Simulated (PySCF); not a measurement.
# Interval between two levels of O⁺ by level of theory

O⁺ [He] 2s2 2p3 [4S3/2, M_J = 3/2] → O⁺ [He] 2s1 2p4 [4P5/2, M_J = 5/2], as a difference of total energies. Calculation: PySCF 2.14, in x2c-TZVPall-2c with one added diffuse shell each of s, p, d type (6s4p3d1f, 40 functions); the two-component X2C-1e Hamiltonian. Correlated levels: 1s2 frozen. "Screened" scales the spin-orbit matrix elements by Boettger's factors to mimic the two-electron term; Breit and QED terms are absent.

```tsv
method	interval between two levels (cm⁻¹)	error (cm⁻¹)
GHF (spin-free)	121140	+1301
GMP2 (spin-free)	121160	+1327
GHF (screened spin-orbit)	121050	+1211
GMP2 (screened spin-orbit)	121070	+1234
```

Reference: 119840 cm⁻¹ (measured; NIST Handbook of Basic Atomic Spectroscopic Data (Sansonetti and Martin, J. Phys. Chem. Ref. Data 34, 1559 (2005))).

Errors of the correlated levels include the incompleteness of this basis and the frozen core.

The labels give the starting determinants; with spin-orbit coupling the two ends relaxed to ⟨J²⟩ = 3.76, ⟨L²⟩ = 0.00, ⟨S²⟩ = 3.76 and ⟨J²⟩ = 8.76, ⟨L²⟩ = 2.00, ⟨S²⟩ = 3.76.
